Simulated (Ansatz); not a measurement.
Gas-phase electronic energies from Ansatz, PBE0-D4/def2-TZVP geometries. CBS: MP2 limit from def2 TZ/QZ plus the TZ coupled-cluster correction, frozen cores. This one scheme is used for every species. Functionals use def2-TZVPP. For Se outer-core shells are correlated without core-valence functions, which leaves a few kJ/mol of doubt a bond. Scalar relativity is left out up to krypton. Each species was taken in one conformer, which may not be the lowest.

Reaction (ligand exchange at the Al–O bond): `[OH][Al]([OH])[SeH]` + H–F → `[OH][Al]([F])[SeH]` + H₂O

```tsv
level	ΔE (kJ/mol)
r2SCAN-D4	-50.9
revPBE	-51.8
SCS-MP2/def2-TZVPP	-49.1
MP2/CBS(def2)	-49.2
```

(1) What does CCSD(T)/CBS give? (Estimate.)

Largest T1 diagnostic among the species: 0.011.

Results:

(1) Ansatz gave: -50.6 kJ/mol. The listed levels differ from it by -0.3, -1.2, 1.5, 1.4 kJ/mol.

At CCSD(T), def2-SVP lies −5.8 kJ/mol from the extrapolated value and def2-TZVPP +1.9 kJ/mol. Leaving LDA and LC-ωPBE aside and taking each functional with its dispersion term where it has one, the values, not all of them listed here, spread over 6.5 kJ/mol, from B97M-V to revPBE-D4. LDA lies +4.7 kJ/mol from PBE without D4. In def2-TZVPP, CCSD(T) changes the Hartree–Fock value by +6.1 kJ/mol (the triples alone add +1.1 kJ/mol) and MP2 by +7.5 kJ/mol.
